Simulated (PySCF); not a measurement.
**GaCl3, singlet: structure and spectrum**

Method: PySCF, PBE0, basis Ga def2-TZVP, Cl def2-TZVP (no relativity, density fitting).

The structure is a minimum.

Coordinates in bohr (charge 0 multiplicity 1):
```
Ga    0.0000    0.0000    0.0000
Cl    0.0000    0.0000    3.9923
Cl    3.4575    0.0000   -1.9962
Cl   -3.4575    0.0000   -1.9962
```

```json
{
  "Point group": "D3h",
  "Bond lengths": "Ga–Cl 2.113 Å (×3)",
  "Bond angles": "Cl–Ga–Cl 120.0° (×3)",
  "Enthalpy at 298.15 K above 0 K": "17.42 kJ/mol",
  "Heat capacity Cp at 298.15 K": "74.7 J/(mol K)",
  "Zero-point energy": "10.3 kJ/mol",
  "Rotational symmetry number": "6",
  "Entropy at 298.15 K and 1 bar": "325.3 J/(mol K)",
  "Dipole moment": "0.00 D",
  "Rotational constants": "0.07201, 0.07201, 0.036 cm⁻¹",
  "Principal quadrupole moments (Buckingham, traceless) about the centre of mass": "-2.82, -2.82, 5.64 D Å",
  "Lowest empty level": "-1.96 eV",
  "Highest occupied level": "-9.46 eV",
  "Atomisation energy without zero-point energy": "1093 kJ/mol",
  "Principal polarisabilities": "41.8, 68.8, 68.8 bohr³"
}
```

Harmonic modes (masses in u: Ga 68.926, Cl 34.969):
```csv
symmetry,ω (cm⁻¹),"IR (km/mol, summed over degenerate members)",μ (u),type
e',124,15.3,38.31,bend
a2'',140,12.9,49.76,bend
a1',383,0.0,34.97,stretch
e',473,183,44.28,stretch
```

In D3h the vibrations span 2e' + a2'' + a1'. The a1' mode carries no infrared intensity, as symmetry demands.

Charges (e):
```csv
atom,Mulliken,Löwdin,polar tensor,Mayer order to Ga1
Ga1,0.64,-0.69,1.56,–
"Cl2,3,4",-0.21,0.23,-0.52,1.17
```

Mulliken populations on Ga1: s 6.87, p 13.11, d 10.30, f 0.08.

Outer orbital energies (eV). occupied: -11.39, -11.39, -10.46, -9.79, -9.79, -9.77, -9.77, -9.46; empty: -1.96, -1.51, 1.74, 1.74.

Counting electrons, gallium keeps none of its valence electrons outside its bonds, so the VSEPR class is AX3 and the expected shape is trigonal planar (D3h), as computed.

The final relaxation and frequency run took 30 s on 4 threads of a shared Arm Neoverse V2 host, with 159 basis functions and 8 gradients; the process peaked at 1.6 GiB. Launch command: `OMP_NUM_THREADS=4 python axn.py task.json out`.
